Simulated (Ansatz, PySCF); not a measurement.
H₄N₂O₂W, SMILES [NH]=[W]([NH2])(=[O])[OH], multiplicity 1. Atoms are numbered in the order given.

```xyz
9

W      0.0465     0.0244     0.0625
O      1.6184     0.2421     0.7029
N      0.0504    -0.9017    -1.4305
H      0.6007    -1.3842    -2.1361
O     -0.7409     1.7264    -0.2471
H     -1.2113     1.9881    -1.0445
N     -0.9968    -1.0310     1.3199
H     -0.8738    -0.9692     2.3271
H     -1.5924    -1.8143     1.0725
```

Coordinates come from a PBE0-D3(BJ)/def2-SVP optimisation. The spin state was assumed, not searched. The structure was generated by enumeration; whether it is a known compound was not checked. The def2 effective core potentials stand for the cores of W; spin–orbit coupling is left out. The values are those of a single conformer.

Two levels are set side by side: PBE-D3(BJ)/def2-SVP (Ansatz, a quantum-chemistry and plane-wave program) and PBE0-D3(BJ)/def2-SVP (Ansatz). Each level has its own optimised geometry; the coordinates shown are those of the second. Frequencies come from the Hessian of PySCF at each geometry. Differences are taken from unrounded values.

```tsv
quantity	PBE0-D3(BJ)
mean bond length (Å)	1.415
bond W1–O2 (Å)	1.711
bond W1–N3 (Å)	1.757
bond W1–O5 (Å)	1.901
bond W1–N7 (Å)	1.945
bond N3–H4 (Å)	1.017
bond O5–H6 (Å)	0.962
bond N7–H8 (Å)	1.017
bond N7–H9 (Å)	1.015
highest harmonic wavenumber (cm⁻¹)	3933
mean harmonic wavenumber (cm⁻¹)	1173
zero-point energy (kcal/mol)	35.22
```

Task: What does PBE-D3(BJ) give, and how far is it from PBE0-D3(BJ)? (Estimate from the structure and the level; the computed values follow.)

Result: 
| quantity | PBE-D3(BJ) | PBE-D3(BJ) minus PBE0-D3(BJ) |
|---|---|---|
| mean bond length (Å) | 1.430 | 0.014 |
| bond W1–O2 (Å) | 1.732 | 0.021 |
| bond W1–N3 (Å) | 1.778 | 0.021 |
| bond W1–O5 (Å) | 1.919 | 0.019 |
| bond W1–N7 (Å) | 1.959 | 0.014 |
| bond N3–H4 (Å) | 1.026 | 0.010 |
| bond O5–H6 (Å) | 0.974 | 0.012 |
| bond N7–H8 (Å) | 1.025 | 0.009 |
| bond N7–H9 (Å) | 1.023 | 0.008 |
| highest harmonic wavenumber (cm⁻¹) | 3761 | -171 |
| mean harmonic wavenumber (cm⁻¹) | 1129 | -44 |
| zero-point energy (kcal/mol) | 33.90 | -1.32 |

Exact exchange shortens and stiffens bonds; PBE has none. Differences between two approximate levels are no errors against the true value.
